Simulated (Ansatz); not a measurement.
Program: Ansatz 0.2.0.

A structure relaxed at PBE0-D4/def2-TZVP, charge 0, multiplicity 1:

```xyz
13

C     1.8092   -1.7091   -1.3274
C     1.5944   -0.9153   -0.4420
Si    1.1725    0.3031    0.8669
O     1.2510   -0.4120    2.3608
Al   -1.1453    1.1024    0.5564
C    -2.1665    0.4550   -0.9740
H     2.0053   -2.4089   -2.1073
H     2.2252    1.3578    0.7426
H     2.0817   -0.8258    2.6030
H    -1.7619    2.1353    1.5995
H    -1.6339    0.6684   -1.9071
H    -3.1679    0.8844   -1.0442
H    -2.2639   -0.6354   -0.9272
```

Problem. Give its formula and SMILES.

Solution. C3H7AlOSi, `C#C[SiH](O)[AlH][CH3]`.

Problem. Point group (tolerance 0.08 Å, 0.16 Å for H)?

Solution. C1.

Problem. Summarise the bond lengths by kind.

Solution. 1 × C–C 1.208 Å; 4 × C–H 1.066 to 1.096 Å; 1 × C–Si 1.837 Å; 1 × O–Si 1.658 Å; 1 × Al–Si 2.471 Å; 1 × H–Si 1.495 Å; 1 × H–O 0.959 Å; 1 × Al–C 1.950 Å; 1 × Al–H 1.592 Å.
